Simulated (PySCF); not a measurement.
FeI₃, SMILES [I][Fe-]([I])[I] (connectivity only; charge and spin as stated), charge -1, multiplicity 5. Atoms are numbered in the order given.

```xyz
4

Fe     0.0000     0.0000     0.0000
I      2.5883     0.0000     0.0000
I     -1.2941     2.2415     0.0000
I     -1.2941    -2.2415     0.0000
```
Charge -1, spin multiplicity 5.

Coordinates come from a PBE0-D3(BJ)/def2-SVPD optimisation. The multiplicity is an assumed one; other spin states were not compared. The def2 effective core potentials stand for the cores of I; spin–orbit coupling is left out.

The numbers are results of PBE0-D3(BJ)/def2-SVPD (PySCF), not measurements.

Frequencies are harmonic and unscaled.

Modes within 1.5 cm⁻¹ of each other (mostly degenerate sets) share a row, with their intensities summed.

Problem. Estimate the vibrational spectrum. (An estimate is asked for; the answer gives what the named calculation found.)

Solution. 
```
mode  ν (cm⁻¹)  IR (km/mol)  moving atoms (share of kinetic energy)
----  --------  -----------  --------------------------------------
1–2         43          0.3                          I 91 %, Fe 9 %
3           78          1.8                         Fe 87 %, I 13 %
4          127          0.0                                 I 100 %
5–6        248        116.5                         Fe 79 %, I 21 %
```
